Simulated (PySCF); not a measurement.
**`C#C/C(=C/Cl)[C@H](F)CO`, C₆H₆ClFO**

Geometry:
```json
{"atom": "C1", "x (Å)": "2.454", "y (Å)": "-1.435", "z (Å)": "-0.153"}
{"atom": "C2", "x (Å)": "1.698", "y (Å)": "-0.503", "z (Å)": "-0.202"}
{"atom": "C3", "x (Å)": "0.763", "y (Å)": "0.557", "z (Å)": "-0.201"}
{"atom": "C4", "x (Å)": "0.996", "y (Å)": "1.655", "z (Å)": "-0.925"}
{"atom": "Cl5", "x (Å)": "-0.077", "y (Å)": "2.989", "z (Å)": "-1.012"}
{"atom": "C6", "x (Å)": "-0.482", "y (Å)": "0.345", "z (Å)": "0.619"}
{"atom": "F7", "x (Å)": "-0.154", "y (Å)": "-0.193", "z (Å)": "1.854"}
{"atom": "C8", "x (Å)": "-1.445", "y (Å)": "-0.635", "z (Å)": "-0.072"}
{"atom": "O9", "x (Å)": "-2.672", "y (Å)": "-0.721", "z (Å)": "0.594"}
{"atom": "H10", "x (Å)": "3.129", "y (Å)": "-2.237", "z (Å)": "-0.124"}
{"atom": "H11", "x (Å)": "1.890", "y (Å)": "1.766", "z (Å)": "-1.519"}
{"atom": "H12", "x (Å)": "-0.987", "y (Å)": "1.295", "z (Å)": "0.826"}
{"atom": "H13", "x (Å)": "-1.661", "y (Å)": "-0.276", "z (Å)": "-1.080"}
{"atom": "H14", "x (Å)": "-0.951", "y (Å)": "-1.615", "z (Å)": "-0.135"}
{"atom": "H15", "x (Å)": "-2.507", "y (Å)": "-0.983", "z (Å)": "1.508"}
```

Computed with GIAO CAM-B3LYP/pcSseg-1 magnetisability, rotational g tensor and spin-rotation constants, non-relativistic, gas phase (PySCF 2.14.0). Geometry: GFN2-xTB.

Task: Give the nuclear spin-rotation constants along the inertial axes (H = +C I·J) beside the isotropic shieldings.

Result: Rotational constants 1.4292, 1.0533, 0.7021 GHz. A star marks the isotopologue with that one atom substituted, in its own axes.
| atom | isotope | Caa (kHz) | Cbb (kHz) | Ccc (kHz) | mean (kHz) | σ (ppm) |
| --- | --- | --- | --- | --- | --- | --- |
| Cl5 | 35Cl | 0.440 | 0.234 | 0.139 | 0.271 | 736.5 |
| F7 | 19F | 0.636 | 0.379 | 0.279 | 0.431 | 402.1 |
| H10 | 1H | -0.106 | -0.011 | -0.082 | -0.066 | 29.0 |
| H11 | 1H | -0.071 | 0.026 | -0.067 | -0.038 | 25.1 |
| H12 | 1H | -0.080 | 0.000 | -0.049 | -0.043 | 26.0 |
| H13 | 1H | -0.062 | -0.116 | -0.007 | -0.061 | 28.2 |
| H14 | 1H | -0.029 | -0.049 | -0.055 | -0.044 | 27.4 |
| H15 | 1H | -0.096 | -0.129 | -0.032 | -0.086 | 30.3 |
| C1 | 13C* | 0.368 | 0.191 | 0.235 | 0.264 | 91.2 |
| C2 | 13C* | 0.367 | 0.110 | 0.255 | 0.244 | 103.1 |
| C3 | 13C* | 0.441 | 0.508 | 0.122 | 0.357 | 50.8 |
| C4 | 13C* | 0.458 | 0.520 | 0.140 | 0.372 | 39.1 |
| C6 | 13C* | 0.376 | 0.300 | 0.173 | 0.283 | 87.3 |
| C8 | 13C* | 0.325 | 0.221 | 0.166 | 0.237 | 113.4 |
| O9 | 17O* | -0.119 | -0.080 | -0.032 | -0.077 | 312.9 |

For the geometry as given, no vibrational averaging.
